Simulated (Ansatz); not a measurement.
Gas-phase electronic energies from Ansatz, PBE0-D4/def2-TZVP geometries. CBS: MP2 limit from def2 TZ/QZ plus the TZ coupled-cluster correction, frozen cores. This one scheme is used for every species. DFT in def2-TZVPP. Each species was taken in one conformer, which may not be the lowest.

`O[SiH2]N[Si](O)(F)F` + H₂S → `O[SiH2]S` + `N[Si](O)(F)F`  (ligand exchange at the Si–N bond)

`O[SiH2]N[Si](O)(F)F`:

```xyz
12

O     0.351   -1.147   -1.656
Si    1.493   -0.571   -0.639
N     0.704    0.400    0.570
Si   -0.931    0.510    0.947
O    -1.799    0.429   -0.429
F    -1.475   -0.620    1.916
F    -1.184    1.866    1.721
H    -0.429   -0.596   -1.774
H     2.180   -1.752   -0.067
H     2.499    0.303   -1.299
H     1.300    1.041    1.077
H    -2.710    0.136   -0.365
```

H₂S:

Cartesian coordinates in Å:
```
S 0.027 -0.615 -0.069
H 0.194 0.421 -0.903
H -0.221 0.194 0.972
```

`O[SiH2]S`:

Cartesian coordinates in Å:
```
O -0.968 0.287 1.113
Si 0.386 -0.198 0.322
S 0.408 0.351 -1.740
H -1.219 1.209 1.029
H 1.616 0.444 0.849
H 0.413 -1.665 0.496
H -0.637 -0.429 -2.070
```

`N[Si](O)(F)F`:

Cartesian coordinates in Å:
```
N 0.623 -0.144 -1.012
Si -0.492 -0.079 0.250
O 0.029 0.826 1.486
F -1.898 0.544 -0.117
F -0.778 -1.581 0.663
H 0.995 0.695 -1.424
H 0.612 -0.910 -1.665
H 0.909 0.648 1.819
```

Is it downhill or uphill in electronic energy at CCSD(T)/CBS, and by how much? (Best estimate.)

The calculation gave: Uphill: ΔE = +6.7 kJ/mol.

What do these levels give: r2SCAN-D4, PBE0-D4, ωB97M-V, B2PLYP, PBE, HF/def2-TZVPP, CCSD(T)/def2-TZVPP, HF/def2-QZVPP, MP2/def2-QZVPP, SCS-MP2/def2-QZVPP, HF/CBS(def2), MP2/CBS(def2)? (Best estimate.)

Computed: r2SCAN-D4 2.7, PBE0-D4 0.7, ωB97M-V 7.6, B2PLYP 4.6, PBE -7.8, HF/def2-TZVPP 8.7, CCSD(T)/def2-TZVPP 10.0, HF/def2-QZVPP 9.4, MP2/def2-QZVPP 5.4, SCS-MP2/def2-QZVPP 7.2, HF/CBS(def2) 9.6, MP2/CBS(def2) 3.7 kJ/mol.

Largest T1 diagnostic among the species: 0.011.

The D4 term adds +8.3 kJ/mol with B3LYP and +4.9 kJ/mol with PBE0; it sums over pairs of atoms, weighted by their polarisabilities, and B3LYP, whose exchange is more repulsive, gets the larger term. From PBE to PBE0 (25 % exact exchange), in def2-TZVPP and without D4, ΔE moves by +3.6 kJ/mol.

B3LYP here is the variant with VWN-RPA as its local correlation; programs differ in this.
